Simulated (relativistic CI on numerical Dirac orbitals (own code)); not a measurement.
Level scheme of Ru

Method of calculation: Dirac-Coulomb-Breit CI, separate exchange-only KLI orbitals for each configuration, QED by a radiative potential, valence Slater integrals scaled by 0.85, configuration energies shifted to the measured levels that pair with them (semi-empirical) (own radial code, finite nucleus).

Configuration list (outside the closed core [Kr]): 4d7 5s, 4d6 5s2, 4d7 5p, 4d8, 4d7 5d, 4d7 6s, 4d6 5s 5p, 4d7 6p, 4d7 7s, 4d7 4f, 4d7 7p, 4d7 6d, 4d7 5g, 4d7 5f, 4d7 7d, 4d7 6g, 4d5 5s 5p2, 4d6 5s 7s, 4d6 5s 4f, 4d6 5s 7p, 4d6 5s 6d, 4d5 5s2 5p, 4d6 5p2, 4d6 5s 5g, 4d6 5s 5f, 4d6 5s 7d, 4d6 5s 6s. Levels of other configurations are missing.

| No. | Configuration | Term | J | E (cm⁻¹) | % | jj configuration (%) |
| --- | --- | --- | --- | --- | --- | --- |
| 1 | 4d7(4F) 5s | 5F | 5 | 0.0 | 97 | 4d5/2^3 5s (57) |
| 2 | 4d7(4F) 5s | 5F | 4 | 1120.1 | 98 | 4d3/2^3 4d5/2^4 5s (72) |
| 3 | 4d7(4F) 5s | 5F | 3 | 1968.4 | 98 | 4d3/2^3 4d5/2^4 5s (47) |
| 4 | 4d7(4F) 5s | 5F | 2 | 2562.0 | 97 | 4d3/2^2 4d5/2^5 5s (54) |
| 5 | 4d7(4F) 5s | 5F | 1 | 2938.9 | 97 | 4d3/2^2 4d5/2^5 5s (34) |
| 6 | 4d6 5s2 | 5D | 4 | 7312.5 | 53 | 4d3/2^3 4d5/2^3 (27) |
| 7 | 4d7(4F) 5s | 3F | 4 | 8042.5 | 54 | 4d5/2^3 5s (30) |
| 8 | 4d6 5s2 | 5D | 3 | 8575.4 | 81 | 4d3/2^3 4d5/2^3 (51) |
| 9 | 4d6 5s2 | 5D | 2 | 8989.8 | 67 | 4d3/2^2 4d5/2^4 (35) |
| 10 | 4d7(4F) 5s | 3F | 3 | 9261.8 | 78 | 4d3/2^3 4d5/2^4 5s (49) |
| 11 | 4d6 5s2 | 5D | 1 | 9508.6 | 84 | 4d3/2^3 4d5/2^3 (47) |
| 12 | 4d6 5s2 | 5D | 0 | 9724.6 | 87 | 4d3/2^2 4d5/2^4 (63) |
| 13 | 4d7(4F) 5s | 3F | 2 | 9932.3 | 32 | 4d5/2^3 5s (39) |
| 14 | 4d7(4F) 5s | 3F | 2 | 10119.0 | 53 | 4d3/2^3 4d5/2^4 5s (56) |
| 15 | 4d7(4P) 5s | 5P | 3 | 10347.6 | 97 | 4d3/2^3 4d5/2^4 5s (60) |
| 16 | 4d7(4P) 5s | 5P | 1 | 10941.7 | 75 | 4d3/2^3 4d5/2^4 5s (64) |
| 17 | 4d7(4P) 5s | 5P | 2 | 12138.1 | 40 | 4d3/2^2 4d5/2^5 5s (41) |
| 18 | 4d7(2G) 5s | 3G | 5 | 12444.7 | 89 | 4d5/2^3 5s (37) |
| 19 | 4d7(2G) 5s | 3G | 4 | 13020.0 | 77 | 4d3/2^3 4d5/2^4 5s (51) |
| 20 | 4d7(2P) 5s | 3P | 1 | 13290.0 | 49 | 4d3/2^2 4d5/2^5 5s (58) |
| 21 | 4d7(2P) 5s | 3P | 0 | 13380.9 | 69 | 4d3/2^3 4d5/2^4 5s (38) |
| 22 | 4d8‡ | 3F | 4 | 13673.9 | 78 | 4d5/2^4 (64) |
| 23 | 4d7(2G) 5s | 3G | 3 | 13784.5 | 90 | 4d3/2^3 4d5/2^4 5s (47) |
| 24 | 4d8‡ | 3F | 3 | 14962.1 | 80 | 4d3/2^3 4d5/2^5 (80) |
| 25 | 4d8‡ | 3F | 2 | 15250.8 | 41 | 4d5/2^4 (22) |
| 26 | 4d7(2G) 5s | 1G | 4 | 15537.9 | 61 | 4d3/2^3 4d5/2^4 5s (49) |
| 27 | 4d7(2H) 5s | 3H | 6 | 15957.8 | 91 | 4d3/2^3 4d5/2^4 5s (91) |
| 28 | 4d7(4P) 5s | 3P | 1 | 16082.0 | 67 | 4d5/2^3 5s (41) |
| 29 | 4d7(4P) 5s | 3P | 2 | 16097.9 | 39 | 4d3/2^3 4d5/2^4 5s (31) |
| 30 | 4d7(2H) 5s | 3H | 5 | 16593.8 | 85 | 4d3/2^3 4d5/2^4 5s (59) |

Energies count from the lowest computed level. Percentages are summed over parent terms; the parents shown are those of the largest component, closed shells are left out there. Filled j subshells are mostly left out of the jj labels. ‡ marks configurations that were not tied to measured data.

The mean weight of the leading LS term, summed over parents, in these 30 levels is 73 %, and that of the leading jj configuration (from the same eigenvectors) 50 %, so LS coupling describes them better.

Configurations whose levels could be paired with our table of measured levels were shifted onto them, all but the ground configuration, by the median error of their levels; single terms can still be off by 1,000 to 2,000 cm⁻¹ or more, and rates follow the energies as ν³ (E1, M1) or ν⁵ (E2). The others borrow a shift and can be off by several thousand cm⁻¹ or more. The fine structure of a lone outer electron comes out too small, for d and f at times inverted, and misplaced configurations move strength between like terms. 25 of the 36 excited levels that our extract of the measured tables holds in this range could be paired (the sources list more); they are missed by 530 cm⁻¹ on average and 2178 at most, after the shifts were fitted to these levels, and levels without a partner can miss by more. Some levels of the ground configuration have no partner and can miss by 10 % or more.

Landé's interval rule says that E(J) − E(J−1) = AJ with one A. For the ground term the intervals give A = -188.4, -197.8, -212.1, -224.0 cm⁻¹ for J = 2, 3, 4, 5; the multiplet is inverted.

LS names give the leading component of a level, which can be under half, so a name can repeat, a term be missing and a line seem to break the LS rules.
